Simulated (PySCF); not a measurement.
C₂H₆Ga (SMILES [CH3][Ga+][CH3]), charge +1, singlet, geometry from GFN2-xTB (such geometries of metal compounds can be far from the true shape); B3LYP/cc-pVDZ (PySCF).

Input for PySCF:
```python
from pyscf import gto, scf, dft

mol = gto.Mole()
mol.atom = '''
    Ga    0.00343485    0.00337051    0.00482448
    C     1.58503283    0.21715874   -1.29447404
    H     2.25215008   -0.64381302   -1.17960578
    H     2.11754032    1.14411141   -1.05677161
    H     1.19097950    0.25742562   -2.31550438
    C    -1.59522274   -0.22715778    1.28016163
    H    -2.11010415   -1.15933422    1.02453176
    H    -2.27066760    0.62564235    1.15359667
    H    -1.22523915   -0.26852386    2.31006886
'''
mol.basis = 'cc-pvdz'
mol.charge = 1
mol.verbose = 4
mol.build()

mf = dft.RKS(mol)
mf.xc = 'b3lyp'
mf.kernel()
```

What the program printed (banner, timings and long lists left out):

```
PySCF version 2.14.0

[INPUT] verbose = 4
[INPUT] num. atoms = 9
[INPUT] num. electrons = 48
[INPUT] charge = 1
[INPUT] spin (= nelec alpha-beta = 2S) = 0
[INPUT] symmetry False subgroup None
[INPUT] Mole.unit = angstrom
[INPUT] Symbol           X                Y                Z      unit          X                Y                Z       unit  Magmom
[INPUT]  1 Ga     0.003434850000   0.003370510000   0.004824480000 AA    0.006490925779   0.006369340800   0.009116945893 Bohr   0.0
[INPUT]  2 C      1.585032830000   0.217158740000  -1.294474040000 AA    2.995277947144   0.410370544156  -2.446201410959 Bohr   0.0
[INPUT]  3 H      2.252150080000  -0.643813020000  -1.179605780000 AA    4.255946842617  -1.216630283229  -2.229131859154 Bohr   0.0
[INPUT]  4 H      2.117540320000   1.144111410000  -1.056771610000 AA    4.001571262524   2.162057220890  -1.997008919116 Bohr   0.0
[INPUT]  5 H      1.190979500000   0.257425620000  -2.315504380000 AA    2.250625074971   0.486463919246  -4.375669118431 Bohr   0.0
[INPUT]  6 C     -1.595222740000  -0.227157780000   1.280161630000 AA   -3.014534086278  -0.429265991264   2.419154875877 Bohr   0.0
[INPUT]  7 H     -2.110104150000  -1.159334220000   1.024531760000 AA   -3.987518937808  -2.190824162636   1.936084432319 Bohr   0.0
[INPUT]  8 H     -2.270667600000   0.625642350000   1.153596670000 AA   -4.290939883923   1.182292693429   2.179981764510 Bohr   0.0
[INPUT]  9 H     -1.225239150000  -0.268523860000   2.310068860000 AA   -2.315366430595  -0.507436553311   4.365397474286 Bohr   0.0

nuclear repulsion = 162.074813842241
number of shells = 34
number of NR pGTOs = 171
number of NR cGTOs = 85
basis = cc-pvdz
ecp = {}

******** <class 'pyscf.dft.rks.RKS'> ********
method = RKS
initial guess = minao
damping factor = 0
level_shift factor = 0
DIIS = <class 'pyscf.scf.diis.CDIIS'>
diis_start_cycle = 1
diis_space = 8
diis_damp = 0
SCF conv_tol = 1e-09
SCF conv_tol_grad = None
SCF max_cycles = 50
direct_scf = True
direct_scf_tol = 1e-13
XC library pyscf.dft.libxc version 7.1.2
    S. Lehtola, C. Steigemann, M. J. T. Oliveira, and M. A. L. Marques,  SoftwareX 7, 1–5 (2018)
XC functionals = b3lyp
    P. J. Stephens, F. J. Devlin, C. F. Chabalowski, and M. J. Frisch,  J. Phys. Chem. 98, 11623 (1994)
radial grids:
    Treutler-Ahlrichs [JCP 102, 346 (1995); DOI:10.1063/1.469408] (M4) radial grids

becke partition: Becke, JCP 88, 2547 (1988); DOI:10.1063/1.454033
pruning grids: <function nwchem_prune>
grids dens level: 3
symmetrized grids: False
atomic radii adjust function: <function treutler_atomic_radii_adjust>
small_rho_cutoff = 0
Set gradient conv threshold to 3.16228e-05
Initial guess from minao.
tot grids = 107992
init E= -2004.03361349641
  HOMO = -0.325560458612047  LUMO = -0.0994848238303239  gap/eV = 6.15183
cycle= 1 E= -2004.36653054792  delta_E= -0.333  |g|= 0.457  |ddm|= 2.38
  HOMO = -0.478958035315192  LUMO = -0.302484328177073  gap/eV = 4.80209
cycle= 2 E= -2004.33747750956  delta_E= 0.0291  |g|= 0.554  |ddm|= 1.03
  HOMO = -0.506773060841288  LUMO = -0.267345579803352  gap/eV = 6.51515
cycle= 3 E= -2004.43212691602  delta_E= -0.0946  |g|= 0.0347  |ddm|= 0.536
  HOMO = -0.496918270306825  LUMO = -0.259649401643436  gap/eV = 6.45641
cycle= 4 E= -2004.43242451811  delta_E= -0.000298  |g|= 0.0117  |ddm|= 0.0467
  HOMO = -0.498219900936457  LUMO = -0.26047013634061  gap/eV = 6.46950
cycle= 5 E= -2004.43245917701  delta_E= -3.47e-05  |g|= 0.000884  |ddm|= 0.0118
  HOMO = -0.498201898606658  LUMO = -0.260443049079025  gap/eV = 6.46975
cycle= 6 E= -2004.43245939066  delta_E= -2.14e-07  |g|= 0.000244  |ddm|= 0.000978
  HOMO = -0.498251895958632  LUMO = -0.260500901123882  gap/eV = 6.46953
cycle= 7 E= -2004.43245941119  delta_E= -2.05e-08  |g|= 9.44e-06  |ddm|= 0.000285
  HOMO = -0.498249871676447  LUMO = -0.26049775126953  gap/eV = 6.46956
cycle= 8 E= -2004.43245941126  delta_E= -7.87e-11  |g|= 1.34e-06  |ddm|= 1.98e-05
  HOMO = -0.498249802174584  LUMO = -0.260498076032112  gap/eV = 6.46955
Extra cycle  E= -2004.43245941128  delta_E= -1.36e-11  |g|= 1.12e-06  |ddm|= 3.09e-06
converged SCF energy = -2004.43245941128
```
